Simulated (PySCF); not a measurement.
The calculation used delta-SCF UKS SCAN, pcX-2 on the ionised atom, pcseg-1 elsewhere, spin-free X2C in PySCF 2.14.0. Geometries: PBE0-D3(BJ)/def2-SVP; isolated species, one conformer each. Values against the vacuum level.

(1) Order these sites by rising C 1s binding energy.
A. C3 in `[H]/[N:5]=[CH:4]\[CH2:3][CH:2]=[CH2:1]`
B. C5 in `[NH:1]=[C:2]1[CH2:3][CH2:4][CH2:5]1`
C. C2 in `[CH3:1][CH2:2][Br:3]`
D. C4 in `[CH2:1]=[CH:2][N:3]1[CH2:4][CH2:5]1`

(2) Rank by computed N 1s binding energy, lowest first.
A. Nitrogen in `[H]/N=C\CC=C`
B. Nitrogen in `C=CN1CC1`
C. Nitrogen in `N=C1CCC1`
D. Nitrogen in `[C-]#[N+]C(C)C`

## Answers

(1) B (290.69 eV), A (291.27 eV), D (291.62 eV), C (292.05 eV).

From the lowest up, the atoms are bonded to: 2 C and 2 H (290.69); 2 C and 2 H (291.27); N, C and 2 H (291.62); Br, C and 2 H (292.05).

(2) C (404.24 eV), A (404.62 eV), B (405.25 eV), D (406.12 eV).

From the lowest up, the atoms are bonded to: C (double bond) and H (404.24); C (double bond) and H (404.62); 3 C (405.25); C (triple bond) and C (406.12).
